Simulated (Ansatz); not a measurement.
Stepwise reaction of vanadium oxytrichloride with water, as a gas-phase model of exchange steps in deposition or etching. ΔE in kJ/mol; ΔG adds harmonic PBE0-D4 terms to CCSD(T)/CBS, at 1 bar.

Gas-phase electronic energies from Ansatz, PBE0-D4/def2-TZVP geometries. CBS: MP2 limit from def2 TZ/QZ plus the TZ coupled-cluster correction, frozen cores. This one scheme is used for every species. Functionals use def2-TZVPP. B3LYP here is the variant with VWN-RPA as its local correlation; programs differ in this. For V outer-core shells are correlated without core-valence functions, which leaves a few kJ/mol of doubt a bond. Scalar relativity is left out up to krypton. One conformer a species, not always the lowest.

```tsv
step	reaction	PBE-D4	B3LYP-D4	ωB97M-V	CCSD(T)/CBS	ΔG(400 K)
1	`[O]=[V]([Cl])([Cl])[Cl]` + H₂O → `[O]=[V]([OH])([Cl])[Cl]` + HCl	10.6	9.2	5.5	12.4	4.9
2	`[O]=[V]([OH])([Cl])[Cl]` + H₂O → `[O]=[V]([OH])([OH])[Cl]` + HCl	18.1	16.9	14.3	20.0	15.6
3	`[O]=[V]([OH])([OH])[Cl]` + H₂O → `[O]=[V]([OH])([OH])[OH]` + HCl	27.4	26.2	24.8	28.6	26.4
```

(1) By hand: ΔE of the 3 steps together at CCSD(T)/CBS.

Answers

(1) (12.4) + (20.0) + (28.6) = 61.0 kJ/mol, or 20.3 kJ/mol a step.

In ΔE each step is higher than the one before. All are uphill at CCSD(T)/CBS. ΔG lies between 4.9 and 26.4 kJ/mol a step. PBE-D4 differs from CCSD(T)/CBS by -1.9 to -1.2 kJ/mol a step. Isolated molecules leave out the surface, adducts and barriers. Largest T1 diagnostic: 0.032.
